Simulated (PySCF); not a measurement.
**Computed properties of CH₉ClOSi₃, SMILES CO[Si@H]([SiH3])[SiH2]Cl**

CH9ClOSi3, SMILES Cl[SiH2][Si@H](OC)[SiH3]. Coordinates come from a B3LYP-D3(BJ)/def2-SVP optimisation. The structure was generated by enumeration; whether it is a known compound was not checked. One conformer was computed; it need not be the lowest. All values are computed for the isolated molecule unless a solvent is named; none is compared with measurement here.

**Structure.** All 39 harmonic modes at B3LYP-D3(BJ)/def2-SVP (PySCF) are real, so it is a minimum. With heavy atoms numbered as in [CH3:1][O:2][Si@H:3]([SiH3:4])[SiH2:5][Cl:6], the shortest bond between them is C1–O2 at 1.409 Å and the longest Si3–Si4 at 2.364 Å.

**Vibrations.** The strongest infrared lines (harmonic, unscaled, degenerate partners summed) lie at 795 cm⁻¹ (289 km/mol, H 82 %, Si 13 %), 1145 cm⁻¹ (193 km/mol, O 45 %, C 35 %, H 19 %), 720 cm⁻¹ (191 km/mol, H 90 %, Si 8 %). The softest mode is at 28 cm⁻¹ and the zero-point energy is 59.8 kcal/mol.

**Electronic structure.** PBE0/def2-TZVP (PySCF) places the frontier levels at -7.40 and -1.14 eV, a gap of 6.26 eV, and gives a dipole moment of 1.76 D. PBE/def2-TZVP (PySCF) at the same geometry gives -6.21 and -1.98 eV, so its gap is 2.03 eV narrower. An orbital gap is neither the optical nor the fundamental gap.

**Excitations.** TDA-PBE0/def2-SVPD (PySCF) has S1 at 5.06 eV (245 nm, f = 0.013, weak); the most intense of the 6 singlets computed lies at 6.54 eV (f = 0.07). T1 (TDA) is at 4.48 eV, 0.58 eV under S1. TDA-PBE/def2-SVPD (PySCF) puts S1 at 4.46 eV. No vertical singlet excitation falls in the visible range (under 3.1 eV).

**NMR.** GIAO shifts at PBE0/pcSseg-1 (PySCF) (non-relativistic, atoms alike by connectivity averaged): ¹³C at 57.0 ppm against TMS; ¹H from 3.7 to 5.8 ppm against TMS; ²⁹Si from -110.3 to -4.8 ppm against TMS. Without spin–orbit terms, shifts of atoms bonded to Cl or Br come out too high.
